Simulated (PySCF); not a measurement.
H₂Sb, multiplicity 2. Atoms are numbered in the order given.

```xyz
3

Sb     0.0000     0.0000    -0.0457
H      0.0000    -1.2181     1.1653
H      0.0000     1.2181     1.1653
```
Charge 0, spin multiplicity 2.

Geometry: B3LYP-D3(BJ)/def2-TZVPD. The isomer is the one that the SMILES or the coordinates give; other isomers of the formula were not compared. The def2 effective core potentials stand for the cores of Sb; spin–orbit coupling is left out.

All values below come from TDA-PBE0/def2-TZVPD in PySCF.

Vertical excitations. 

Computed lowest excited states:
| state | energy (eV) | λ (nm) | f | main pairs |
|---|---|---|---|---|
| root 1 | 2.98 | 416 | 0.006 | β HOMO→LUMO 99 % |
| root 2 | 4.25 | 292 | 0.000 | α HOMO→LUMO 75 %, β HOMO−1→LUMO 24 % |
| root 3 | 4.65 | 267 | 0.000 | α HOMO→LUMO 25 %, β HOMO−1→LUMO 75 % |
| root 4 | 4.89 | 254 | 0.020 | α HOMO→LUMO+1 98 % |
| root 5 | 5.36 | 231 | 0.000 | α HOMO−1→LUMO 41 %, β HOMO→LUMO+1 54 % |
| root 6 | 6.07 | 204 | 0.000 | α HOMO−1→LUMO+1 31 %, α HOMO−2→LUMO 9 %, β HOMO→LUMO+2 42 %, β HOMO−1→LUMO+1 9 % |
| root 7 | 6.08 | 204 | 0.247 | α HOMO→LUMO+2 96 % |
| root 8 | 6.64 | 187 | 0.000 | α HOMO→LUMO+3 64 %, α HOMO−1→LUMO 23 %, β HOMO→LUMO+1 11 % |
| root 9 | 6.80 | 182 | 0.002 | α HOMO→LUMO+4 61 %, α HOMO−1→LUMO+1 17 %, β HOMO→LUMO+2 17 % |
| root 10 | 6.91 | 179 | 0.004 | α HOMO→LUMO+5 99 % |
Unrestricted roots are not spin-pure.
